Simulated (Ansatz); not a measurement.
Ansatz (a program for electronic structure) input (HF/3-21G): The .json file is the Basis Set Exchange's 3-21G.

Ansatz 0.2 input:
```yaml
crystal:
  periodic: [false, false, false]
  atoms:
    - {symbol: S, position_ang: [-0.00000000, -0.00000000, -1.57883853]}
    - {symbol: C, position_ang: [0.00000000, 0.00000000, 0.00000000]}
    - {symbol: S, position_ang: [0.00000000, 0.00000000, 1.57883853]}
basis:
  gaussian:
    orbitals: 3-21G.json
hamiltonian:
  xc: {name: HF}
phonons: {temperatures: {t_min: 298.15, t_max: 298.15, t_step: 100}}
```

Output:

```
Functional definition: HF
integrals: 0.00 GiB planned
457 factors; integrals over basis functions are off by at most 7.7e-5 eV
mean field: 0.07 GiB planned
mean field evaluation 1: about -22550.0842 eV, gradient 2.1e1 eV
mean field evaluation 2: about -22550.2215 eV, gradient 2.1e1 eV
mean field evaluation 4: about -22551.6096 eV, gradient 1.6e0 eV
mean field evaluation 8: about -22551.6242 eV, gradient 7.3e-5 eV
mean field -22551.62417395 eV, -828.7569023528 hartree, gradient 3.0e-5 eV, S^2 0.000000; 0 other end points of the search recorded, 0 dependent functions left out
the calculation of the forces begins
reference -22551.62417395 eV, -828.7569023528 hartree; 19, 19 occupied and 16, 16 virtual orbitals, 457 factors
these checks for a lower state are left out or cut short: stability, starts, cluster_reference, orbital_swaps, neighbouring_geometries, increment
integrals: 0.00 GiB planned
457 factors; integrals over basis functions are off by at most 7.7e-5 eV
mean field: 0.07 GiB planned
mean field evaluation 16: about -22551.6242 eV, gradient 3.6e-3 eV
mean field -22551.62416851 eV, -828.7569021530 hartree, gradient 1.4e-6 eV, S^2 0.000000; 0 other end points of the search recorded, 0 dependent functions left out
the calculation of the forces begins
reference -22551.62416851 eV, -828.7569021530 hartree; 19, 19 occupied and 16, 16 virtual orbitals, 457 factors
these checks for a lower state are left out or cut short: stability, starts, cluster_reference, orbital_swaps, neighbouring_geometries, increment
integrals: 0.00 GiB planned
457 factors; integrals over basis functions are off by at most 7.7e-5 eV
mean field: 0.07 GiB planned
mean field evaluation 32: about -22551.6242 eV, gradient 1.4e-6 eV
mean field -22551.62416851 eV, -828.7569021530 hartree, gradient 1.4e-6 eV, S^2 0.000000; 0 other end points of the search recorded, 0 dependent functions left out
the calculation of the forces begins
reference -22551.62416851 eV, -828.7569021530 hartree; 19, 19 occupied and 16, 16 virtual orbitals, 457 factors
these checks for a lower state are left out or cut short: stability, starts, cluster_reference, orbital_swaps, neighbouring_geometries, increment
integrals: 0.00 GiB planned
457 factors; integrals over basis functions are off by at most 7.7e-5 eV
mean field: 0.07 GiB planned
mean field -22551.62416851 eV, -828.7569021530 hartree, gradient 1.4e-6 eV, S^2 0.000000; 0 other end points of the search recorded, 0 dependent functions left out
the calculation of the forces begins
reference -22551.62416851 eV, -828.7569021530 hartree; 19, 19 occupied and 16, 16 virtual orbitals, 457 factors
these checks for a lower state are left out or cut short: stability, starts, cluster_reference, orbital_swaps, neighbouring_geometries, increment
integrals: 0.00 GiB planned
457 factors; integrals over basis functions are off by at most 7.7e-5 eV
mean field: 0.07 GiB planned
mean field -22551.62416851 eV, -828.7569021530 hartree, gradient 1.4e-6 eV, S^2 0.000000; 0 other end points of the search recorded, 0 dependent functions left out
the calculation of the forces begins
reference -22551.62416851 eV, -828.7569021530 hartree; 19, 19 occupied and 16, 16 virtual orbitals, 457 factors
these checks for a lower state are left out or cut short: stability, starts, cluster_reference, orbital_swaps, neighbouring_geometries, increment
integrals: 0.00 GiB planned
457 factors; integrals over basis functions are off by at most 7.7e-5 eV
mean field: 0.07 GiB planned
mean field -22551.62402813 eV, -828.7568969940 hartree, gradient 1.4e-6 eV, S^2 0.000000; 0 other end points of the search recorded, 0 dependent functions left out
the calculation of the forces begins
reference -22551.62402813 eV, -828.7568969940 hartree; 19, 19 occupied and 16, 16 virtual orbitals, 457 factors
these checks for a lower state are left out or cut short: stability, starts, cluster_reference, orbital_swaps, neighbouring_geometries, increment
integrals: 0.00 GiB planned
457 factors; integrals over basis functions are off by at most 7.8e-5 eV
mean field: 0.07 GiB planned
mean field evaluation 64: about -22551.4323 eV, gradient 2.4e-3 eV
mean field -22551.62403195 eV, -828.7568971345 hartree, gradient 1.4e-6 eV, S^2 0.000000; 0 other end points of the search recorded, 0 dependent functions left out
the calculation of the forces begins
reference -22551.62403195 eV, -828.7568971345 hartree; 19, 19 occupied and 16, 16 virtual orbitals, 457 factors
these checks for a lower state are left out or cut short: stability, starts, cluster_reference, orbital_swaps, neighbouring_geometries, increment
integrals: 0.00 GiB planned
457 factors; integrals over basis functions are off by at most 7.7e-5 eV
mean field: 0.07 GiB planned
mean field -22551.62415220 eV, -828.7569015534 hartree, gradient 1.4e-6 eV, S^2 0.000000; 0 other end points of the search recorded, 0 dependent functions left out
the calculation of the forces begins
reference -22551.62415220 eV, -828.7569015534 hartree; 19, 19 occupied and 16, 16 virtual orbitals, 457 factors
these checks for a lower state are left out or cut short: stability, starts, cluster_reference, orbital_swaps, neighbouring_geometries, increment
integrals: 0.00 GiB planned
457 factors; integrals over basis functions are off by at most 7.7e-5 eV
mean field: 0.07 GiB planned
mean field -22551.62415220 eV, -828.7569015534 hartree, gradient 1.4e-6 eV, S^2 0.000000; 0 other end points of the search recorded, 0 dependent functions left out
the calculation of the forces begins
reference -22551.62415220 eV, -828.7569015534 hartree; 19, 19 occupied and 16, 16 virtual orbitals, 457 factors
these checks for a lower state are left out or cut short: stability, starts, cluster_reference, orbital_swaps, neighbouring_geometries, increment
integrals: 0.00 GiB planned
457 factors; integrals over basis functions are off by at most 7.7e-5 eV
mean field: 0.07 GiB planned
mean field evaluation 96: about -22551.6241 eV, gradient 3.6e-3 eV
mean field -22551.62415220 eV, -828.7569015534 hartree, gradient 1.4e-6 eV, S^2 0.000000; 0 other end points of the search recorded, 0 dependent functions left out
the calculation of the forces begins
reference -22551.62415220 eV, -828.7569015534 hartree; 19, 19 occupied and 16, 16 virtual orbitals, 457 factors
these checks for a lower state are left out or cut short: stability, starts, cluster_reference, orbital_swaps, neighbouring_geometries, increment
integrals: 0.00 GiB planned
457 factors; integrals over basis functions are off by at most 7.7e-5 eV
mean field: 0.07 GiB planned
mean field -22551.62415220 eV, -828.7569015534 hartree, gradient 1.4e-6 eV, S^2 0.000000; 0 other end points of the search recorded, 0 dependent functions left out
the calculation of the forces begins
reference -22551.62415220 eV, -828.7569015534 hartree; 19, 19 occupied and 16, 16 virtual orbitals, 457 factors
these checks for a lower state are left out or cut short: stability, starts, cluster_reference, orbital_swaps, neighbouring_geometries, increment
integrals: 0.00 GiB planned
457 factors; integrals over basis functions are off by at most 7.7e-5 eV
mean field: 0.07 GiB planned
mean field -22551.62391133 eV, -828.7568927015 hartree, gradient 1.4e-6 eV, S^2 0.000000; 0 other end points of the search recorded, 0 dependent functions left out
the calculation of the forces begins
reference -22551.62391133 eV, -828.7568927015 hartree; 19, 19 occupied and 16, 16 virtual orbitals, 457 factors
these checks for a lower state are left out or cut short: stability, starts, cluster_reference, orbital_swaps, neighbouring_geometries, increment
integrals: 0.00 GiB planned
457 factors; integrals over basis functions are off by at most 7.7e-5 eV
mean field: 0.07 GiB planned
mean field evaluation 128: about -22551.6239 eV, gradient 2.6e-6 eV
mean field -22551.62391133 eV, -828.7568927015 hartree, gradient 1.4e-6 eV, S^2 0.000000; 0 other end points of the search recorded, 0 dependent functions left out
the calculation of the forces begins
reference -22551.62391133 eV, -828.7568927015 hartree; 19, 19 occupied and 16, 16 virtual orbitals, 457 factors
Total energy: -22551.62417395 eV, -828.7569023528 hartree
Atom 0 at    -0.000000    -0.000000    -1.578839 Å, force     0.000000     0.000000    -0.000479 eV/Å
Atom 1 at     0.000000     0.000000     0.000000 Å, force     0.000000    -0.000000    -0.000000 eV/Å
Atom 2 at     0.000000     0.000000     1.578839 Å, force    -0.000000    -0.000000     0.000479 eV/Å
Dipole moment:    -0.000000     0.000000    -0.000000 e Å
Vibrations: 432.58 432.58 651.77 1503.04 cm⁻¹, zero-point energy 0.187214 eV
```

The blocks after the first are displaced geometries, from whose forces the wavenumbers follow.
